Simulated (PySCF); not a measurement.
H₃NO₃S, SMILES NS(=O)(=O)O. Geometry optimised at PBE-D3(BJ)/def2-SVP. The values are those of a single conformer.

Problem. Give the equilibrium geometry at PBE-D3(BJ)/def2-SVP (PySCF confirms it by a frequency run) as Cartesian coordinates in Å, and its point group. (Estimate from the structure and the level; the computed values follow.)

Solution. Several could match; the one computed here: point group Cs.
```xyz
8

N     -0.1941    -1.5573     0.0000
S      0.1648     0.0673     0.0000
O      0.7836     0.3968     1.2858
O      0.7836     0.3968    -1.2858
O     -1.3919     0.6861     0.0000
H     -0.6894    -1.8388     0.8544
H     -0.6894    -1.8388    -0.8544
H     -1.3006     1.6640     0.0000
```
Charge 0, spin multiplicity 1.
